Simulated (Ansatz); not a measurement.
# Molecular dynamics of BFH₅NOS

input.yaml

```yaml
crystal:
  periodic: [false, false, false]
  atoms:
    - { symbol: B, position_ang: [-0.013745, -0.05434, 0.178643] }
    - { symbol: "N", position_ang: [-0.049927, 0.045928, 1.734413] }
    - { symbol: H, position_ang: [-0.81926, -0.439799, 2.210822] }
    - { symbol: H, position_ang: [0.843898, -0.210979, 2.172389] }
    - { symbol: F, position_ang: [1.213249, -0.260228, -0.321501] }
    - { symbol: O, position_ang: [-1.102507, -0.488758, -0.532534] }
    - { symbol: H, position_ang: [-1.951971, -0.193884, -0.15831] }
    - { symbol: S, position_ang: [-0.200627, 2.528161, 0.424668] }
    - { symbol: H, position_ang: [-1.560979, 2.599098, 0.39698] }
    - { symbol: H, position_ang: [-0.166132, 1.302302, 1.633729] }
basis:
  gaussian: { orbitals: "6-31G*" }
hamiltonian:
  xc: pbe
md:
  timestep: 0.5
  n_steps: 200
  ensemble: nve
  temperature: 100.0
  initial_velocities: maxwell_boltzmann
  seed: 11994
```

Command:

```bash
$ ansatz run input.yaml --threads 2 --pin off --max-ram 3072MiB --backend cpu --events-out ev --progress --plain --runs-dir out
```

It starts at the highest image of a converged band, a first-order saddle point between two minima.

Output, in part (one step line in 7, the closing report, with atoms numbered from 0):

```
md step     0: t =     0.00 fs  T =   100.0 K  F+E_penalty+E_count = -17836.75511489 eV  E_kin = 0.103408 eV  conserved = -17836.65170689 eV  (29 SCF iters)
md step     7: t =     3.50 fs  T =    66.9 K  F+E_penalty+E_count = -17836.72029583 eV  E_kin = 0.069137 eV  conserved = -17836.65115894 eV  (32 SCF iters)
md step    14: t =     7.00 fs  T =    49.9 K  F+E_penalty+E_count = -17836.70255382 eV  E_kin = 0.051582 eV  conserved = -17836.65097213 eV  (32 SCF iters)
md step    21: t =    10.50 fs  T =    73.8 K  F+E_penalty+E_count = -17836.72767716 eV  E_kin = 0.076268 eV  conserved = -17836.65140934 eV  (31 SCF iters)
md step    28: t =    14.00 fs  T =    96.5 K  F+E_penalty+E_count = -17836.75118002 eV  E_kin = 0.099747 eV  conserved = -17836.65143350 eV  (31 SCF iters)
md step    35: t =    17.50 fs  T =   137.7 K  F+E_penalty+E_count = -17836.79346793 eV  E_kin = 0.142424 eV  conserved = -17836.65104406 eV  (31 SCF iters)
md step    42: t =    21.00 fs  T =   199.7 K  F+E_penalty+E_count = -17836.85784217 eV  E_kin = 0.206475 eV  conserved = -17836.65136733 eV  (29 SCF iters)
md step    49: t =    24.50 fs  T =   300.0 K  F+E_penalty+E_count = -17836.96206797 eV  E_kin = 0.310261 eV  conserved = -17836.65180723 eV  (30 SCF iters)
md step    56: t =    28.00 fs  T =   368.4 K  F+E_penalty+E_count = -17837.03261255 eV  E_kin = 0.380952 eV  conserved = -17836.65166059 eV  (30 SCF iters)
md step    63: t =    31.50 fs  T =   417.1 K  F+E_penalty+E_count = -17837.08239769 eV  E_kin = 0.431317 eV  conserved = -17836.65108077 eV  (30 SCF iters)
md step    70: t =    35.00 fs  T =   527.5 K  F+E_penalty+E_count = -17837.19702382 eV  E_kin = 0.545462 eV  conserved = -17836.65156223 eV  (31 SCF iters)
md step    77: t =    38.50 fs  T =   628.0 K  F+E_penalty+E_count = -17837.30166880 eV  E_kin = 0.649397 eV  conserved = -17836.65227157 eV  (28 SCF iters)
md step    84: t =    42.00 fs  T =   583.6 K  F+E_penalty+E_count = -17837.25456966 eV  E_kin = 0.603469 eV  conserved = -17836.65110050 eV  (30 SCF iters)
md step    91: t =    45.50 fs  T =   653.8 K  F+E_penalty+E_count = -17837.32772274 eV  E_kin = 0.676115 eV  conserved = -17836.65160774 eV  (30 SCF iters)
md step    98: t =    49.00 fs  T =   634.5 K  F+E_penalty+E_count = -17837.30695763 eV  E_kin = 0.656100 eV  conserved = -17836.65085734 eV  (30 SCF iters)
md step   105: t =    52.50 fs  T =   718.3 K  F+E_penalty+E_count = -17837.39484159 eV  E_kin = 0.742729 eV  conserved = -17836.65211300 eV  (32 SCF iters)
md step   112: t =    56.00 fs  T =   671.8 K  F+E_penalty+E_count = -17837.34579534 eV  E_kin = 0.694660 eV  conserved = -17836.65113505 eV  (30 SCF iters)
md step   119: t =    59.50 fs  T =   758.9 K  F+E_penalty+E_count = -17837.43671246 eV  E_kin = 0.784782 eV  conserved = -17836.65193067 eV  (30 SCF iters)
md step   126: t =    63.00 fs  T =   740.0 K  F+E_penalty+E_count = -17837.41676493 eV  E_kin = 0.765217 eV  conserved = -17836.65154752 eV  (30 SCF iters)
md step   133: t =    66.50 fs  T =   711.5 K  F+E_penalty+E_count = -17837.38720068 eV  E_kin = 0.735765 eV  conserved = -17836.65143531 eV  (31 SCF iters)
md step   140: t =    70.00 fs  T =   707.3 K  F+E_penalty+E_count = -17837.38289424 eV  E_kin = 0.731442 eV  conserved = -17836.65145232 eV  (31 SCF iters)
md step   147: t =    73.50 fs  T =   700.4 K  F+E_penalty+E_count = -17837.37551791 eV  E_kin = 0.724305 eV  conserved = -17836.65121317 eV  (32 SCF iters)
md step   154: t =    77.00 fs  T =   744.9 K  F+E_penalty+E_count = -17837.42231055 eV  E_kin = 0.770272 eV  conserved = -17836.65203806 eV  (32 SCF iters)
md step   161: t =    80.50 fs  T =   683.8 K  F+E_penalty+E_count = -17837.35819208 eV  E_kin = 0.707123 eV  conserved = -17836.65106944 eV  (31 SCF iters)
md step   168: t =    84.00 fs  T =   779.8 K  F+E_penalty+E_count = -17837.45845047 eV  E_kin = 0.806354 eV  conserved = -17836.65209605 eV  (32 SCF iters)
md step   175: t =    87.50 fs  T =   727.6 K  F+E_penalty+E_count = -17837.40336938 eV  E_kin = 0.752382 eV  conserved = -17836.65098763 eV  (32 SCF iters)
md step   182: t =    91.00 fs  T =   762.8 K  F+E_penalty+E_count = -17837.44058847 eV  E_kin = 0.788837 eV  conserved = -17836.65175171 eV  (32 SCF iters)
md step   189: t =    94.50 fs  T =   705.5 K  F+E_penalty+E_count = -17837.38064089 eV  E_kin = 0.729568 eV  conserved = -17836.65107300 eV  (32 SCF iters)
md step   196: t =    98.00 fs  T =   743.1 K  F+E_penalty+E_count = -17837.42033401 eV  E_kin = 0.768428 eV  conserved = -17836.65190565 eV  (29 SCF iters)
md step   200: t =   100.00 fs  T =   680.4 K  F+E_penalty+E_count = -17837.35436320 eV  E_kin = 0.703565 eV  conserved = -17836.65079776 eV  (29 SCF iters)
Total energy: -17837.35439531 eV, -655.5106834345 hartree
Atom 0 at     0.033899    -0.800020     0.368424 Å, force    -0.173966     1.501841    -0.838115 eV/Å
Atom 1 at     0.037980    -1.183398     1.730003 Å, force    -1.062436    -0.174206     0.584647 eV/Å
Atom 2 at    -0.766011    -1.110224     2.385204 Å, force     0.681750    -0.205731    -0.752564 eV/Å
Atom 3 at     0.925823    -1.153677     2.203121 Å, force     0.404666     0.013278     0.318527 eV/Å
Atom 4 at     1.221598    -0.399316    -0.185555 Å, force    -0.341253    -0.642774     0.185095 eV/Å
Atom 5 at    -1.061447    -0.580681    -0.469821 Å, force     0.361398    -0.393535     0.447723 eV/Å
Atom 6 at    -1.923207    -0.755699    -0.046340 Å, force     0.136478    -0.079320     0.045158 eV/Å
Atom 7 at    -0.325036     3.387833     0.245024 Å, force    -1.405774    -0.614504    -1.528607 eV/Å
Atom 8 at    -1.114343     4.320590     0.812512 Å, force    -0.090934     0.236160     0.176821 eV/Å
Atom 9 at     0.638640     3.573236     1.083170 Å, force     1.490071     0.358792     1.361316 eV/Å
Dipole moment:    -0.330968     0.067003     0.860257 e Å
```

The run went to its last step. The conserved energy stayed within 0.097 meV per atom of its start (net change 0.091 meV per atom), so the integration is sound. The kinetic energy rose, since the run started high on the potential surface and went downhill. It ends in pieces (BFH3NO + H2S), so much of that is their flight and rotation, not heat. A run of 0.1 ps of so small a system gives no equilibrium averages. The orbitals stay closed-shell, which can raise the energy where a bond breaks towards radicals; this wasn't checked here.

Between its relaxed ends the band would form B1–S8, N2–H10 and break S8–H10. These pairs go: B1–S8 2.60 → 4.20 Å, N2–H10 1.27 → 4.84 Å, S8–H10 1.72 → 1.29 Å. In the last frame they stand as before the step (other bonds may differ from the relaxed reactants and products). It ends as BFH3NO + H2S. Pairs count as bonded within 1.25 times the sum of covalent radii (0.12 Å more for H–H).

Last frame:

```xyz
10
Properties=species:S:1:pos:R:3
B 0.034 -0.800 0.368
N 0.038 -1.183 1.730
H -0.766 -1.110 2.385
H 0.926 -1.154 2.203
F 1.222 -0.399 -0.186
O -1.061 -0.581 -0.470
H -1.923 -0.756 -0.046
S -0.325 3.388 0.245
H -1.114 4.321 0.812
H 0.639 3.573 1.083
```

Time of the run: 4.6 min on 2 threads of Arm Neoverse V2, on a shared host, peak memory 0.12 GiB.
